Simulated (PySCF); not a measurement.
hydronium (H3O), SMILES [OH3+], charge +1.

Coordinates come from a B3LYP-D3(BJ)/def2-TZVPD optimisation.

The numbers are results of B3LYP/def2-TZVPD in PySCF, not measurements.

Symmetry labels are those of the subgroup Cs that the program uses (full group C3v).

Computed valence orbital energies around the gap with their symmetry:
| orbital | symmetry | energy (eV) |
|---|---|---|
| HOMO−4 | A' | -532.43 |
| HOMO−3 | A' | -39.57 |
| HOMO−2 | A" | -25.63 |
| HOMO−1 | A' | -25.63 |
| HOMO | A' | -20.36 |
| LUMO | A' | -7.70 |
| LUMO+1 | A" | -5.11 |
| LUMO+2 | A' | -5.11 |
| LUMO+3 | A' | -3.39 |
